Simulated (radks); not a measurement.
Question: The mean radii <r> (bohr) of the occupied orbitals of an atom or ion are listed with their occupations. All-electron calculation, non-relativistic Kohn-Sham, r2SCAN, spin-polarised, spherical densities, point nucleus; meta-GGA in the generalised Kohn-Sham scheme. Program: a radial shooting solver on a logarithmic mesh with Libxc functionals.

orbital  occ.      <r>
1s up       1  0.06159
1s down     1  0.06159
2s up       1   0.2814
2s down     1   0.2814
2p up       3   0.2478
2p down     3   0.2478
3s up       1   0.8024
3s down     1   0.8030
3p up       3   0.8197
3p down     3   0.8186
4s up       1    1.859

Name the element and its charge. Open shells, if any, are filled with parallel spins first.

Answer: Z = 25, manganese, charge +6: Mn6+ in [Ar] 4s1. The 1s radius gives Z: for a bare nucleus <r> = 1.5/Z, 0.06 bohr for Z = 25, and screening makes it slightly larger (0.06159 here). The occupations add up to 19, and the charge is Z minus that.
